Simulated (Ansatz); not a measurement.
Z-matrix (Å, degrees):
```
B
H 1 1.1977
H 1 1.1977 2 129.74
```
Charge 0, spin multiplicity 2.

These are frozen-core CCSD(T)/cc-pVTZ // PBE-D3(BJ)/def2-TZVP (Ansatz, a first-principles code) values and carry that method's errors.

```
Quantity                      Result
----------------------  ------------
HF energy               -25.76010 Ha
MP2 correlation energy   -0.08241 Ha
```

Estimate the CCSD correlation energy, the (T) correction, the total energy and the T1 diagnostic.


The CCSD correlation energy is -0.10090 Ha and the (T) correction is -0.00197 Ha. The CCSD(T) total energy is -25.86297 Ha and the T1 diagnostic is 0.010.
